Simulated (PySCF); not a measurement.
# What a mistake does to a calculation on B2GeH6O

These are calculations, not measurements. They come from PySCF 2.14.0, an open-source quantum chemistry program, on an isolated molecule that a program drew, which may never have been made. The molecule is B2GeH6O (charge 0, singlet), drawn as the SMILES string `[BH2][GeH2][BH]O`.

Each row is a Hartree-Fock (HF) and frozen-core CCSD(T) single point in the cc-pVDZ basis, meant for a local HF minimum. Run 1 is clean. Each other run has one planted mistake out of seven kinds, and not every kind appears here: one electron removed, one electron added, multiplicity raised by two, geometry at a saddle point, minimal basis STO-3G, one bond length entered in bohr, all coordinates scaled. The reference is restricted for singlets and unrestricted otherwise, and also for a bond in bohr. Adding or removing an electron swaps singlet and doublet. Electrons count all cores. HOMO and LUMO are orbital energies over both spins, the gradient is its largest component, and the lowest frequency (negative if imaginary) is given only where the gradient is small. Bond lengths are over the 9 bonds as drawn. T1 is the CCSD diagnostic: over 0.02 (restricted) or 0.045 (unrestricted) a single reference is doubtful. Germanium has the cc-pVDZ-PP basis, with a core potential (ECP10MDF) in place of its 10 inner electrons, and its 3s, 3p and 3d shells are frozen in CCSD(T).

Geometry of the clean run:
```xyz
10
B2GeH6O, angstrom
B    -0.7876   -0.4375   -1.2212
Ge    1.2138   -0.7361   -0.7094
B     1.7832    0.5572    0.8415
O     1.9537    0.0585    2.0807
H    -1.6440   -1.2211   -0.9197
H    -1.1175    0.5556   -1.8091
H     1.4872   -2.2012   -0.3304
H     2.0806   -0.4145   -1.9443
H     1.9460    1.7359    0.6410
H     2.2085    0.7043    2.7242
```

```
run,electrons,basis functions,<S^2>,HOMO (eV),LUMO (eV),gradient (hartree/bohr),lowest frequency (cm^-1),mean bond (Å),longest bond (Å),T1,HF (hartree),CCSD(T) (hartree),mistake
1,56,95,0.000,-10.09,1.45,3.6e-06,30,1.4628,2.098,0.0157,-421.10759,-421.62411,no fault
2,56,95,0.000,-10.11,1.77,1.6e-01,-,1.3180,1.890,0.0146,-421.00229,-421.50859,all coordinates scaled
3,56,95,0.611,-8.57,1.21,2.6e-02,-,1.5821,2.280,0.0573,-420.99155,-421.51095,one bond length entered in bohr
4,57,95,0.764,-0.51,7.38,2.5e-02,-,1.4628,2.098,0.0176,-421.08715,-421.62339,?
```

**Which mistake was planted in run 4, and what did it cost?**

It counts 57 electrons, one more than the clean run, at the same geometry and basis. So the mistake is: one electron added. Subtracting run 1 and multiplying by 627.51 kcal/mol a hartree, the energy moved by 12.8 kcal/mol in HF and 0.5 kcal/mol in CCSD(T).

Cautions from the logs. Run 3: T1 is over the limit, so its CCSD(T) energy is less reliable; run 4: the added electron raises the CCSD(T) energy, so it isn't bound in this basis.
